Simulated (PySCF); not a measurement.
## Predicted spectroscopic data

Calculated, not measured (PySCF 2.14.0 with density-fitted response routines): structure optimised with GFN2-xTB, shieldings: GIAO PBE0/pcSseg-1. Rapidly exchanging positions averaged, no solvent model, no relativistic terms, one conformer.

References, each an isolated molecule treated in the same way: $^{1}$H and $^{13}$C vs TMS. Splittings of carbon signals by F and P are missing where no couplings were computed. Where no couplings were computed, multiplicities follow the n + 1 count of equivalent neighbours, and m marks all less simple cases (inequivalent or close neighbours, rings, F or P nearby). Shifts are as computed. Against solution values, carbons near 30 ppm lie about +3 ppm off and those near 130 ppm about +5 ppm. Of 1211 compounds with measured shifts, 218 miss one by over three times the rms of a fit or turn the order of signals round; such compounds aren't used in these exercises.

Compound 1 (C6H15PSi). $^{1}$H NMR (600 MHz, computed): δ 4.09 (m, 3H), 2.36 (m, 2H), 2.22 (m, 1H), 1.91 (m, 2H), 1.47 (m, 1H), 0.81 (d, 6H). $^{13}$C{$^{1}$H} NMR (computed): δ 44.7 (CH), 43.0 (CH), 22.4 (CH2), 20.2 (CH3). Structure: SMILES CC(C)C1CP([SiH3])C1.

Compound 2 (C6H15PSi). $^{1}$H NMR (600 MHz, computed): δ 3.80 (d, 3H), 3.40 (m, 1H), 2.03 (m, 2H), 2.01 (m, 2H), 1.49 (m, 2H), 1.44 (m, 2H), 1.24 (t, 3H). $^{13}$C{$^{1}$H} NMR (computed): δ 37.1 (CH2), 24.1 (CH2), 23.8 (CH2), 21.0 (CH), 19.4 (CH3). Structure: SMILES C1P(CCC)CC1[SiH3].
